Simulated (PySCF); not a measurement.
# Cs₃O⁺: from structure and modes to constants

Computed with PySCF, PBE0, basis O def2-TZVP, Cs def2-TZVP with ECP46 (scalar-relativistic core potentials, no spin–orbit coupling, density fitting).

The singlet minimum has D3h symmetry. Masses (u): O 15.99492, Cs 132.90545.

```xyz
4
charge 1 multiplicity 1, angstrom
O     0.0000    0.0000    0.0000
Cs    0.0010    0.0000    2.5540
Cs    2.2113    0.0000   -1.2779
Cs   -2.2123    0.0000   -1.2761
```

Harmonic wavenumbers (cm⁻¹): 48.7 (e', ×2), 114.2 (a1', ×1), 160.6 (a2'', ×1), 360.5 (e', ×2).

What is the harmonic zero-point energy?

Half the sum of all 6 wavenumbers, 1093/2 = 547 cm⁻¹, which is 6.5 kJ/mol (1 cm⁻¹ = 0.0119627 kJ/mol).

Give the standard entropy (298.15 K, 1 bar) by its translational, rotational, vibrational and spin parts, and Cp.

Sackur–Tetrode with M = 414.71 u gives 184.0; rotation with symmetry number 6 gives 125.9; vibration 74.1; spin R ln 1 = 0.0. The total is 384.1 J/(mol K), and Cp = 4 R + 45.6 = 78.8 J/(mol K).

Only a few start shapes were tried, so a lower isomer may exist.
